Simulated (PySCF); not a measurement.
# Working out the excitation energy of Al+

Al+ [Ne] 3s2 (1S) → Al+ [Ne] 3p2 (3P). Calculation: PySCF 2.14, in x2c-TZVPPall; the spin-free X2C one-electron Hamiltonian (Gaussian nucleus). Frozen: 1s2. Energies in hartree (1 hartree = 27.21139 eV):

```
             part  Al+ (lower)  Al+ (upper)
              UHF  -242.104750  -241.709839
MP2 opposite-spin    -0.134538    -0.103310
    MP2 same-spin    -0.045071    -0.047554
```

Q: What does Hartree-Fock give?

A: (-241.709839) − (-242.104750) = 0.394911 hartree = 10.746 eV.

Q: What do MP2 and SCS-MP2 (6/5 opposite-spin, 1/3 same-spin) give?

A: The opposite-spin parts differ by 0.850 eV and the same-spin parts by -0.068 eV. MP2: 10.746 + (0.850) + (-0.068) = 11.528 eV. SCS-MP2: 10.746 + 1.2 × (0.850) + (-0.068)/3 = 11.743 eV.

Measured between the centres of the two terms (NIST): 11.680 eV, so MP2 (valence and next inner shell) is off by -0.152 eV.

What remains against the reference includes basis incompleteness, the frozen core and correlation beyond second order.
